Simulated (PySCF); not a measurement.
First SCF of a structure search on quintet HCoO, at a hand-made linear geometry. PySCF input:

```python
from pyscf import gto, scf, dft
mol = gto.M(atom='''
Co     0.000000     0.000000     0.000000
O      0.000000     0.000000    -1.600000
H      0.000000     0.000000     1.430000''',
    basis={'Co': 'def2-TZVP', 'O': 'def2-TZVP', 'H': 'def2-TZVP'},
    charge=0, spin=4)
mf = dft.UKS(mol, xc='PBE0')
mf.grids.atom_grid = (50, 194)
aux = {'Co': 'def2-universal-JKFIT', 'O': 'def2-universal-JKFIT', 'H': 'def2-universal-JKFIT'}
mf = mf.density_fit(auxbasis=aux)
mf.conv_tol = 1e-08
mf.diis_space = 10
mf.max_cycle = 60
mf.init_guess = 'minao'
mf.verbose = 4
mf.kernel()
```

Excerpt of the output (cycles alone):

```
init E= -1457.3281779854
cycle= 1 E= -1442.06473137777  delta_E= 15.3  |g|= 5.63  |ddm|= 23.5
cycle= 2 E= -1416.15706524234  delta_E= 25.9  |g|= 11.3  |ddm|= 24.5
cycle= 3 E= -1447.51423484985  delta_E= -31.4  |g|= 6.88  |ddm|= 7.15
cycle= 4 E= -1449.03844454671  delta_E= -1.52  |g|= 6.04  |ddm|= 1.43
cycle= 5 E= -1451.3512809161  delta_E= -2.31  |g|= 5.44  |ddm|= 1.14
cycle= 6 E= -1453.95521483944  delta_E= -2.6  |g|= 4.17  |ddm|= 0.884
cycle= 7 E= -1457.42775294377  delta_E= -3.47  |g|= 1.79  |ddm|= 1.03
cycle= 8 E= -1456.13664313265  delta_E= 1.29  |g|= 2.51  |ddm|= 1.03
cycle= 9 E= -1456.97667532671  delta_E= -0.84  |g|=  2.1  |ddm|= 0.385
cycle= 10 E= -1456.51629635825  delta_E= 0.46  |g|= 2.37  |ddm|= 0.225
cycle= 11 E= -1456.29878151523  delta_E= 0.218  |g|= 2.47  |ddm|= 0.214
cycle= 12 E= -1457.47634111164  delta_E= -1.18  |g|= 1.19  |ddm|= 0.642
cycle= 13 E= -1457.86085335936  delta_E= -0.385  |g|= 1.17  |ddm|= 1.03
cycle= 14 E= -1458.17789474812  delta_E= -0.317  |g|= 0.429  |ddm|= 0.274
cycle= 15 E= -1458.22433583804  delta_E= -0.0464  |g|= 0.099  |ddm|= 0.174
cycle= 16 E= -1458.22613175807  delta_E= -0.0018  |g|= 0.0663  |ddm|= 0.0396
cycle= 17 E= -1458.2274744451  delta_E= -0.00134  |g|= 0.0176  |ddm|= 0.028
cycle= 18 E= -1458.22765957071  delta_E= -0.000185  |g|= 0.00668  |ddm|= 0.0198
cycle= 19 E= -1458.22769391807  delta_E= -3.43e-05  |g|= 0.00217  |ddm|= 0.00747
cycle= 20 E= -1458.22771192653  delta_E= -1.8e-05  |g|= 0.000353  |ddm|= 0.0106
cycle= 21 E= -1458.22771224175  delta_E= -3.15e-07  |g|= 0.000203  |ddm|= 0.00148
cycle= 22 E= -1458.2277122601  delta_E= -1.84e-08  |g|= 2.45e-05  |ddm|= 0.00021
cycle= 23 E= -1458.22771226062  delta_E= -5.18e-10  |g|= 1.57e-05  |ddm|= 5.55e-05
Extra cycle  E= -1458.22771225897  delta_E= 1.65e-09  |g|= 8.1e-05  |ddm|= 3.26e-05
converged SCF energy = -1458.22771225897  <S^2> = 6.0241263  2S+1 = 5.0096412
```

This is not the lowest solution: all starts ended here, but a stability analysis within the same unrestricted form found one 0.2 kJ/mol lower, at -1458.22778 Eh.

With open d or f shells other occupations or spin states may lie lower.

The search for the lowest solution, 3 starts and the stability check together, took 19 s on 2 threads of a shared Arm Neoverse V2 host, with 82 basis functions; the process peaked at 0.35 GiB. Launch command: `OMP_NUM_THREADS=2 python axn.py task.json out`.
